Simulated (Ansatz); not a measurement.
Ansatz (an electronic-structure program) input (HSE06/def2-TZVPD):

Ansatz 0.2 input:
```yaml
crystal:
  periodic: [false, false, false]
  atoms:
    - {symbol: I, position_ang: [1.84994237, -0.92488076, 0.45833799]}
    - {symbol: C, position_ang: [-0.04363539, -0.13814667, 0.03057921]}
    - {symbol: C, position_ang: [-1.21796325, -0.91520684, 0.09260820]}
    - {symbol: C, position_ang: [-2.40047859, -0.37321663, -0.18763641]}
    - {symbol: Se, position_ang: [-2.10248432, 1.45646799, -0.62578604]}
    - {symbol: C, position_ang: [-0.27376039, 1.15068118, -0.33015076]}
    - {symbol: H, position_ang: [-3.39284776, -0.78990206, -0.19731125]}
    - {symbol: H, position_ang: [0.44539466, 1.94400455, -0.45027834]}
basis:
  gaussian:
    orbitals: def2-TZVPD
hamiltonian:
  xc: {name: HSE06}
magnetization: {spin_polarized: true, initial_magnetization: 1}
output: {forces: true}
```

Output:

```
Functional definition: HSE06
integrals: 0.40 GiB planned
1710 factors; their error is unknown
integrals: 0.44 GiB planned
123 factors; integrals over basis functions are off by at most 3.5e-5 eV
0.46 GiB of the device are held for the grids
2.89 GiB of device memory are held for the factors and their scratch space
mean field: 2.37 GiB planned
mean field evaluation 1: about -77588.0713 eV, gradient 7.0e1 eV
mean field evaluation 2: about -77296.2249 eV, gradient 2.0e2 eV
mean field evaluation 4: about -77611.9518 eV, gradient 2.9e1 eV
mean field evaluation 8: about -77616.5896 eV, gradient 5.9e-1 eV
mean field evaluation 16: about -77617.1102 eV, gradient 1.3e-2 eV
mean field evaluation 32: about -77613.8334 eV, gradient 6.4e0 eV
mean field -77617.11015426 eV, -2852.3761874021 hartree, gradient 8.2e-5 eV, S^2 0.762267; 2 other end points of the search recorded, 0 dependent functions left out
the calculation of the forces begins
reference -77617.11020549 eV, -2852.3761892848 hartree; 43, 42 occupied and 239, 240 virtual orbitals, 1710 factors
Total energy: -77617.11020549 eV, -2852.3761892848 hartree
Atom 0 at     1.849942    -0.924881     0.458338 Å, force    -0.298897     0.126834    -0.068206 eV/Å
Atom 1 at    -0.043635    -0.138147     0.030579 Å, force     0.132873    -0.075517     0.035272 eV/Å
Atom 2 at    -1.217963    -0.915207     0.092608 Å, force     0.082974     0.092939    -0.014224 eV/Å
Atom 3 at    -2.400479    -0.373217    -0.187636 Å, force     0.130667     0.385251    -0.084213 eV/Å
Atom 4 at    -2.102484     1.456468    -0.625786 Å, force     0.312371    -0.469571     0.158485 eV/Å
Atom 5 at    -0.273760     1.150681    -0.330151 Å, force    -0.334955    -0.098721    -0.014113 eV/Å
Atom 6 at    -3.392848    -0.789902    -0.197311 Å, force    -0.070190    -0.029865    -0.000583 eV/Å
Atom 7 at     0.445395     1.944005    -0.450278 Å, force     0.045158     0.068651    -0.012417 eV/Å
Dipole moment:    -0.210938     0.204961    -0.078008 e Å
```

It need not be the lowest isomer of its formula.
